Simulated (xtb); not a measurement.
C5H9F, SMILES C=C([C@H](C)F)C. All values are semi-empirical tight-binding results from xtb (GFN2-xTB unless named), good for trends rather than for accurate numbers. Coordinates come from a GFN2-xTB optimisation. One conformer was computed; it need not be the lowest.

Optimised geometry:

Bonds (Å): C1–C2 1.322, C1–H7 1.076, C1–H8 1.076, C2–C3 1.498, C2–C4 1.510, C3–H9 1.089, C3–H10 1.090, C3–H11 1.086, C4–C5 1.526, C4–F6 1.385, C4–H12 1.099, C5–H13 1.087, C5–H14 1.086, C5–H15 1.087. Bond angles (°): C2–C1–H7 121.6, C2–C1–H8 121.7, H7–C1–H8 116.7, C1–C2–C3 123.5, C1–C2–C4 121.6, C3–C2–C4 114.9, C2–C3–H9 110.7, C2–C3–H10 110.2, C2–C3–H11 110.6, H9–C3–H10 107.8, H9–C3–H11 108.8, H10–C3–H11 108.7, C2–C4–C5 111.9, C2–C4–F6 110.4, C2–C4–H12 110.3, C5–C4–F6 108.1, C5–C4–H12 110.5, F6–C4–H12 105.4, C4–C5–H13 109.8, C4–C5–H14 110.1, C4–C5–H15 109.6, H13–C5–H14 109.1, H13–C5–H15 108.9, H14–C5–H15 109.2.
Charge 0, spin multiplicity 1.

Q: Estimate the properties. (The exact figures need the calculation; the answer reports its results.)

A: 
The orbital gap comes out as 5.29 eV. The dipole moment comes out as 2.62 D. The zero-point energy comes out as 79.1 kcal/mol and the G − E(el) at 298.15 K (modified RRHO) comes out as 59.5 kcal/mol. The static polarisability (D4 model) comes out as 63.1 bohr³ and the solvation energy, GFN2-xTB/ALPB(water) is -2.7 kcal/mol. The solvation energy, GFN2-xTB/ALPB(acetone) comes out as -5.7 kcal/mol.

Computed IR lines (harmonic; lines under 4 % of the strongest left out, lines within 3 cm⁻¹ merged):
ν (cm⁻¹): 345 (w), 417 (w), 514 (w), 552 (w), 906 (s), 921 (s), 957 (w), 1013 (m), 1034 (w), 1057 (m), 1091 (s), 1112 (vs), 1228 (m), 1281 (w), 1322 (w), 1393 (w), 1397 (w), 1417 (w), 1478 (w), 1483 (w), 1487 (w), 1730 (m), 2890 (vs), 3003 (s), 3018 (s), 3042 (m), 3047 (m), 3056 (vs), 3111 (m), 3140 (s) (against the strongest line: vs over 80 %, s over 45 %, m over 15 %, w over 4 %, vw less)

Q: Give the atomic charges and the Wiberg bond orders between heavy atoms. (An estimate is asked for; the answer gives what the named calculation found.)

A: charges (e) C1 -0.09, C2 0.00, C3 -0.11, C4 0.14, C5 -0.11, F6 -0.26, H7 0.05, H8 0.04, H9 0.05, H10 0.05, H11 0.05, H12 0.04, H13 0.06, H14 0.04, H15 0.06. Bond orders C1–C2 1.94, C2–C3 1.02, C2–C4 0.99, C4–C5 0.99, C4–F6 0.92.
